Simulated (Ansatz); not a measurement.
C2H9FSi2, SMILES `CC[SiH2][SiH2]F`, relaxed with RKS PBE-D4/def2-SVP in Ansatz from a rough embedded geometry. The force threshold is 0.03 eV/Å; the program also tests the step.

Charge 0, multiplicity 1.

Start:

```xyz
14

C    -2.139   -0.883    0.207
C    -0.671   -0.662   -0.329
Si    0.302    0.685    0.557
Si    2.328    0.864   -0.309
F     2.329    1.153   -1.887
H    -2.716    0.019    0.017
H    -2.601   -1.681   -0.425
H    -2.167   -1.157    1.199
H    -0.147   -1.642   -0.248
H    -0.713   -0.441   -1.399
H     0.334    0.327    2.017
H    -0.488    1.965    0.435
H     3.168   -0.447   -0.159
H     3.179    1.901    0.323
```

(1) By how much does the energy fall, and how many steps does the optimiser take? (An estimate is asked.)

(2) Which bonds change most? (Estimate.)

(3) Give the relaxed structure. (Best estimate.)

Results:

(1) Ansatz gave: 40.79 kJ/mol, in 5 steps.

(2) Computed: Si3–Si4 from 2.210 to 2.351 Å; C1–H8 from 1.030 to 1.109 Å; Si4–H13 from 1.564 to 1.508 Å; Si4–F5 from 1.604 to 1.651 Å.

(3) Ansatz gave: 
```xyz
14

C    -2.154   -0.887    0.135
C    -0.704   -0.707   -0.331
Si    0.256    0.654    0.591
Si    2.419    0.854   -0.307
F     2.264    1.147   -1.924
H    -2.742    0.045    0.010
H    -2.672   -1.684   -0.439
H    -2.207   -1.166    1.208
H    -0.130   -1.653   -0.219
H    -0.661   -0.456   -1.413
H     0.377    0.329    2.061
H    -0.462    1.975    0.474
H     3.197   -0.428   -0.147
H     3.220    1.976    0.300
```
